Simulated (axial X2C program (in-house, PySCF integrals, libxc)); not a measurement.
## SnBr⁺: cheaper levels and CCSD(T), 2c

Computed with an axial X2C code built on PySCF integrals. Two-component (2c) means X2C with spin–orbit coupling and atomic mean-field two-electron Coulomb and Gaunt terms. Basis: Sn dyall-cv3z [11s12p9d4f1g], Br dyall-cv3z [8s9p6d4f1g] (cores contracted in-house); Gaussian nuclei, density fitting, unrestricted open shells. Masses: Sn 119.902 u, Br 78.918 u.

State: Ω = 0 (closed shell); fragments Sn+ + Br.

| level | Re (Å) | ωe (cm⁻¹) | De (eV) |
| --- | --- | --- | --- |
| PBE0 | 2.400 | 300.2 | n/a |
| HF | 2.401 | 306.9 | 1.98 |
| MP2 | 2.409 | 304.5 | 3.34 |
| CCSD | 2.411 | 302.0 | 3.09 |
| M06 | 2.406 | 300.1 | n/a |

Correlated methods: 10 electrons correlated (number of frozen shells: Sn 4 s, 3 p, 2 d; Br 3 s, 2 p, 1 d), 274 virtual spin orbitals or spinors in MP2, 90 natural virtuals in coupled cluster.

CCSD(T), same Hamiltonian and basis:

Re = 2.417 Å, ωe = 297.9 cm⁻¹, De = 3.24 eV; T1 = 0.018 (Lee–Taylor normalisation).

Q: Give the differences from CCSD(T) in the columns below.

A: 

```json
{"level": "PBE0", "ΔRe (Å)": "-0.017", "Δωe (cm⁻¹)": "2.3", "ΔDe (eV)": "n/a"}
{"level": "HF", "ΔRe (Å)": "-0.016", "Δωe (cm⁻¹)": "9.0", "ΔDe (eV)": "-1.26"}
{"level": "MP2", "ΔRe (Å)": "-0.008", "Δωe (cm⁻¹)": "6.6", "ΔDe (eV)": "0.10"}
{"level": "CCSD", "ΔRe (Å)": "-0.006", "Δωe (cm⁻¹)": "4.1", "ΔDe (eV)": "-0.15"}
{"level": "M06", "ΔRe (Å)": "-0.011", "Δωe (cm⁻¹)": "2.2", "ΔDe (eV)": "n/a"}
```

The state is a single determinant with fixed occupations, the lowest that a limited PBE0 search found. The closed shell is kept restricted, so the energy runs too high when the bond is stretched far. De is counted from the lowest determinant-based energies of the atoms at the same level, without counterpoise correction. De is not given where an atomic determinant may have missed its ground term or J level, or where the truncated virtual space spoils (T). CCSD and (T) use frozen natural virtuals with an MP2 correction for the truncation; (T) itself is uncorrected, so its De runs slightly low. Without a current term, density functionals place determinants with orbital angular momentum somewhat too high. With the outer-core shells frozen, correlated bond lengths of heavy atoms tend to come out a few hundredths of an ångström too long.
